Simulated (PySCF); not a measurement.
Species: (H2Al-mu-PH2)2.
Cartesian coordinates in Å at the PBE0-D3(BJ)/def2-SVP level; atoms count from 1:
```
atom  x, y, z in Å
Al1   -1.6796   -0.1826   -0.6599
H2    -2.6250    1.0872   -0.4954
H3    -2.0872   -1.5591   -1.3444
P4    -0.5023   -0.5818    1.4556
Al5    1.6960    0.1801    0.6708
H6     2.6587   -1.0776    0.5182
H7     2.0816    1.5647    1.3521
P8     0.5218    0.5590   -1.4506
H9    -1.0319    0.1079    2.5736
H10   -0.5334   -1.9141    1.9349
H11    0.5656    1.8840   -1.9480
H12    1.0512   -0.1505   -2.5558
```

The closed-shell ground state was solved at several levels (PySCF, density fitting, gas phase, non-relativistic).

```
                          level  basis functions  total energy (Eh)  HOMO (eV)  LUMO (eV)  gap (eV)  dipole (D)
 PBE0/pcSseg-1 (pcSseg-2 on Al)              174         -1171.9035      -7.51      -1.17      6.34        0.03
  PBE/pcSseg-1 (pcSseg-2 on Al)              174         -1171.7920      -6.41      -1.97      4.44        0.03
B3LYP/pcSseg-1 (pcSseg-2 on Al)              174         -1172.4929      -7.30      -1.29      6.01        0.03
```

Problem. Estimate the row for PBE0/def2-SVPD, a basis of 160 functions; the other rows only guide the guess.

Solution. Total energy -1171.5533 Eh, HOMO -7.47 eV, LUMO -1.32 eV, gap 6.15 eV, dipole 0.03 D.

Problem. Over all these levels, which gives the widest orbital gap and which the narrowest?

Solution. PBE0/pcSseg-1 (pcSseg-2 on Al) (global hybrid, 25 % exact exchange) has the widest, 6.34 eV, and PBE/pcSseg-1 (pcSseg-2 on Al) (GGA) the narrowest, 4.44 eV. The two share the basis. From the narrowest to the widest the HOMO moves by -1.10 eV and the LUMO by +0.80 eV.

Problem. In the pcSseg-1 (pcSseg-2 on Al) basis, how does the gap go with the fixed share of exact exchange?

Solution. PBE (0 %) 4.44 eV; B3LYP (20 %) 6.01 eV; PBE0 (25 %) 6.34 eV. Each rise in the share widens the gap here.

Problem. How far do the dipole and the HOMO energy spread over the levels?

Solution. The dipole runs from 0.03 to 0.03 D (mean 0.03 D) and the HOMO from -7.51 to -6.41 eV.

One conformer stands for the species.
